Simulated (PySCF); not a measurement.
NiF3 (quartet). Computed with UPBE/[Ni def2-SVP, F def2-SVP], no relativity, density fitting, PySCF.

Harmonic bands of its minimum:

| ω (cm⁻¹) | IR (km/mol) |
| --- | --- |
| 107 | 18.5 |
| 137 | 28.9 |
| 182 | 4.1 |
| 589 | 0.4 |
| 635 | 66.9 |
| 700 | 44.5 |

Problem. The central atom is Ni. Infer the point group and assign the bands.

Solution. C2v. The modes span 2b2 + b1 + 3a1: 107 b2, 137 b1, 182 a1, 589 a1, 635 b2, 700 a1. The computed geometry has Ni–F 1.733 Å, Ni–F 1.752 Å (×2); F–Ni–F 111.2°, F–Ni–F 124.4° (×2).

Other isomers or separated fragments may lie lower. Open d and f shells are described by one determinant, and the ground state may have another occupation or spin.
